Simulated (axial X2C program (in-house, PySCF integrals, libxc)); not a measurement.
# Potential curves of ZrSb, scalar-relativistic

All values were computed with an in-house relativistic program for diatomic molecules. Spin-free means the one-electron spin-free X2C Hamiltonian. Basis: Sb dyall-cv3z [11s12p8d4f1g], Zr dyall-cv3z [11s12p9d6f3g] (cores contracted in-house); Gaussian nuclei, density fitting, unrestricted open shells. Masses: Sb 120.904 u, Zr 89.905 u.

State: M_S = 1/2, Λ = 0 (beyond evenly filled blocks: σα). Energies in eV from the fragments at the same level (Sb + Zr). Fits are polynomials in 1 − R0/R over 0.85 to 1.23 times the lowest point R0.

| R (Å) | PBE0 |
| --- | --- |
| 2.2046 | -1.5316 |
| 2.3059 | -2.2555 |
| 2.3820 | -2.5454 |
| 2.4580 | -2.6761 |
| 2.5340 | -2.6959 |
| 2.6227 | -2.6340 |
| 2.7114 | -2.5177 |
| 2.8254 | -2.3246 |
| 2.9648 | -2.0585 |
| 3.1675 | -1.6634 |

One determinant describes the state; a PBE0 search over occupations chose it and may have missed a lower one. Dissociation energies refer to the lowest single-determinant-based atoms at the same level and basis. PBE0 can misorder states that lie within some tenths of an eV, so this need not be the ground state of the molecule. The nearest other spin-free determinant of the search, M_S = 1/2, Λ = 2, lies 0.28 eV up at the distance of the search. The determinant is spin-polarised beyond a pure state at some levels (its spin-free form has ⟨S²⟩ too high), which makes Re and μ there less reliable.

Problem. What are Re, ωe and De at the PBE0 level?

Solution. At PBE0, spin-free: Re = 2.514 Å, ωe ≈ 267 cm⁻¹, De = 2.70 eV to Sb + Zr; Be follows as 0.0517 cm⁻¹.
